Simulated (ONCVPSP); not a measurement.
# nitrogen: one change to an ONCV potential, before and after

* Element: N
* Generator: ONCVPSP 4.0.1
* Type: optimised norm-conserving Vanderbilt (ONCV)
* Functional: PBE
* Relativity: non-relativistic
* Frozen core: [He]
* Valence charge: 5
* Reference configuration: 2s1.75 2p3.25
* Partial waves: 2s: rc 1.00 bohr, ncon 4, nbas 6, qcut 7.5 1/bohr, 1 projector; 2p: rc 2.60 bohr, ncon 3, nbas 8, qcut 5.4 1/bohr, 2 projectors, debl 0.7 Ha; d scattering state at 0.02 Ha: rc 2.85 bohr, ncon 4, nbas 9, qcut 3.2 1/bohr, 2 projectors, debl 2.1 Ha
* Local potential: polynomial inside 0.90 bohr (lpopt 4, dvloc0 0 Ha)
* Core correction: Teter function fitted to the true core (icmod 2), fcfact 0.45

All-electron outer shells of the reference configuration (PBE, non-relativistic, ld1.x):

| shell | level (eV) | outermost node (bohr) | outermost maximum (bohr) |
| --- | --- | --- | --- |
| 1s | -384.69 | – | 0.15 |
| 2s | -18.67 | 0.32 | 1.02 |
| 2p | -7.20 | – | 0.98 |

Change: all radii but the core radius scaled by about 0.81 (s 0.80, p 2.10, d 2.30 bohr); local potential polynomial inside 0.72 bohr (lpopt 4, dvloc0 0 Ha).

Cutoffs: the cutoffs (Ha) at which the residual kinetic energy of the hardest occupied pseudo-wave falls to 1 and 0.1 mHa per electron; they do not see the model core or the augmentation charge, which bear on the density cutoff. Errors are all-electron minus pseudo energies relative to the spin-unpolarised reference configuration.

What does the change do?

The potential gets neither clearly harder nor softer (29 Ha and 66 Ha → 29 Ha and 63 Ha); both files keep a bound ghost (d); of the 4 tests that both files solve, the error grows in 0 and shrinks in 4 by more than 15 % and 0.3 meV (median size 155.4 → 90.8 meV). Less of the atom is replaced, so other configurations are described better.

| quantity | base | changed |
| --- | --- | --- |
| cutoff, loose | 29 Ha | 29 Ha |
| cutoff, tight | 66 Ha | 63 Ha |
| loose cutoff by channel | s 29 Ha, p 9.9 Ha | s 29 Ha, p 12 Ha |
| bound ghosts | d | d |
| GHOST(+) flags under 300 eV | none | none |
| error for 2s2 2p3, meV [ΔE -2.87 eV] | -3.5 | -1.9 |
| error for 2s2 2p2, meV [ΔE 10.73 eV] | +280 | +168 |
| error for 2s2 2p1, meV [ΔE 39.59 eV] | +1638 | +1042 |
| error for 2s1 2p4, meV [ΔE 8.61 eV] | -30 | -14 |
| rms error of d²Exc/dni dnj with the model core, mHa | 0.18 | 1.04 |

 A true bound ghost makes a file unfit for plane-wave use even where its test errors are small: the radial tests pick states by their node count and pass the ghost by.
